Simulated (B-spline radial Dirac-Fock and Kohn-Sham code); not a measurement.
**Auger parameter of calcium: the K level and its strongest K-LL line**

Calculated with a radial B-spline solver, using relaxed Dirac-Fock hole states (ΔSCF) with Breit and QED corrections and a finite nucleus. The modified Auger parameter α′ is the binding energy plus the kinetic energy of the Auger electron; it does not depend on the energy zero. For free ions it tends to fall with charge, since less charge screens the final holes.

```csv
species,configuration,binding 1s (eV),Auger line,kinetic (eV),α′ (eV)
Ca,[Ar] 4s2,4047.7,L2L3 J=2,3275.8,7323.5
Ca,[Ar] 3d2,4040.8,L2L3 J=2,3293.5,7334.2
Ca⁺,[Ar] 4s1,4055.5,L2L3 J=2,3266.2,7321.7
Ca⁺ (Watson 2.4 Å),[Ar] 4s1,4049.7,L2L3 J=2,3272.2,7321.9
Ca²⁺,[Ne] 3s2 3p6,4064.8,L2L3 J=2,3255.5,7320.4
Ca²⁺ (Watson 1.8 Å),[Ne] 3s2 3p6,4048.9,L2L3 J=2,3271.5,7320.4
Ca⁶⁺,[Ne] 3s2 3p2,4167.8,L2L3 J=2,3158.5,7326.3
Ca⁷⁺,[Ne] 3s2 3p1,4198.5,L2L3 J=2,3131.1,7329.6
Ca⁸⁺,[Ne] 3s2,4231.1,L2L3 J=2,3102.8,7333.9
```
